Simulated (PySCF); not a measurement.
A structure optimised at PBE0-D3(BJ)/def2-SVP, used in a PySCF frequency run:

```
Si
O 1 1.6522
H 2 0.9634 1 115.48
O 1 1.6544 2 108.85 3 41.33
H 4 0.9622 1 114.73 2 -140.28
O 1 1.6625 2 113.70 3 -73.97
H 6 0.9615 1 116.57 2 -73.65
As 1 2.3519 2 103.48 3 161.31
H 8 1.5266 1 91.96 2 160.51
H 8 1.5269 9 92.12 1 91.77
```
Charge 0, spin multiplicity 1.

Question: Write its SMILES and formula.

Answer: O[Si](O)(O)[AsH2], AsH₅O₃Si

Question: What are its rotational constants (standard atomic weights)?

Answer: 3.8211, 1.3984, 1.3691 GHz
